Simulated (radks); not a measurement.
Q: Spherical quantum dot in the effective-mass picture: electrons in a parabolic well V = omega^2 r^2 / 2 with omega = 0.104, all in effective atomic units (hartree* = m*/eps^2 hartree, bohr* = eps/m* bohr), one dielectric constant everywhere. Method: non-relativistic Kohn-Sham, LDA (Slater exchange, Perdew-Wang correlation), spin-polarised, spherical densities; computed with a radial shooting solver with Libxc functionals. Levels are named by radial order and angular momentum (1s, 1p, 1d, 2s, ...), and open shells are averaged over m. At N = 15 the configuration is 1s2 1p6 1d(up 5, down 2). Does electron 16 go into 1d down or 2s down or 2s up?

A: Into 1d down. The total energies of the other choices lie higher by 0.0108 hartree* (2s up), 0.0147 hartree* (2s down).
